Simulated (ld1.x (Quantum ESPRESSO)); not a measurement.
## Ba (Z = 56): one change to a TM potential, before and after

| Property | Result |
| --- | --- |
| Element | Ba |
| Generator | ld1.x (Quantum ESPRESSO) 7.5 |
| Type | norm-conserving Troullier–Martins (Kleinman–Bylander form) |
| Functional | PBE |
| Relativity | scalar-relativistic |
| Frozen core | [Kr] 4d10 |
| Valence charge | 10 |
| Reference configuration | 5s2 5p6 5d0 6s0 6p0 (charge +2) |
| Partial waves | 5p (bound): rc 3.30 bohr; 5d (bound, empty): rc 4.10 bohr; 5s (bound): rc 1.80 bohr |
| Local potential | the s channel |
| Core correction | a·sin(br)/r model core, default radius (core density twice the valence density) |

Change: all radii but the core radius scaled by about 0.88 (s 1.58, p 2.90, d 3.60 bohr).

Cutoffs: the cutoffs (Ry, on a coarse ladder) from which the occupation-weighted sum of valence levels, in a spherical-Bessel basis at the reference potential, stays within 10 and 1 mRy of its value at 400 Ry; they do not see the model core or the augmentation charge, which bear on the density cutoff. Errors are all-electron minus pseudo energies relative to the spin-unpolarised reference configuration.

Problem. How do hardness, ghosts and transferability respond?

Solution. The potential gets neither clearly harder nor softer (40 Ry and 70 Ry → 40 Ry and 80 Ry); of the 7 tests that both files solve, the error grows in 0 and shrinks in 7 by more than 15 % and 0.3 meV (median size 84.6 → 55.6 meV); neither file shows a bound ghost. Less of the atom is replaced, so other configurations are described better.

| quantity | base | changed |
| --- | --- | --- |
| cutoff, loose | 40 Ry | 40 Ry |
| cutoff, tight | 70 Ry | 80 Ry |
| bound ghosts | none | none |
| error for 5s2 5p6 5d0 6s2 6p0, meV [ΔE -15.34 eV] | +104 | +63 |
| error for 5s2 5p6 5d0 6s1 6p0, meV [ΔE -9.98 eV] | +76 | +46 |
| error for 5s2 5p6 5d0 6s1.5 6p0, meV [ΔE -13.21 eV] | +94 | +57 |
| error for 5s2 5p6 5d1 6s0 6p0, meV [ΔE -9.30 eV] | +6.6 | -0.7 |
| error for 5s2 5p6 5d0 6s1 6p1, meV [ΔE -13.31 eV] | +85 | +56 |
| error for 5s2 5p6 5d0 6s0 6p2, meV [ΔE -11.20 eV] | +63 | +49 |
| error for 5s1 5p6 5d0 6s2 6p0, meV [ΔE 23.45 eV] | +268 | +165 |
